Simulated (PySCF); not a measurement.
**How methods differ on the excitation energy of Rh**

Rh [Kr] 4d8 5s1 (4F) → Rh [Kr] 4d7 5s2 (4F), as a difference of total energies. All numbers are calculated (PySCF 2.14, scalar relativity through the core potential, in aug-cc-pwCVDZ-PP with ECP28MDF). Correlated levels: valence: 4s2 4p6 frozen; valence and next inner shell: nothing frozen outside the core potential. The calculations carry no spin-orbit coupling.

```csv
method,excitation energy (cm⁻¹)
UHF,10228
LDA,14135
PBE,14751
PBE0,14487
wB97M-V,11813
BLYP,13317
B3LYP,13217
PW91,14915
MP2 (valence),13384
MP2 (valence and next inner shell),11752
SCS-MP2 (valence and next inner shell),10660
```

Q: Estimate what SCS-MP2 (valence) gives.

A: 12836 cm⁻¹, closest to B3LYP among the rows shown.

Q: Estimate what r2SCAN gives.

A: 14250 cm⁻¹, closest to LDA among the rows shown.
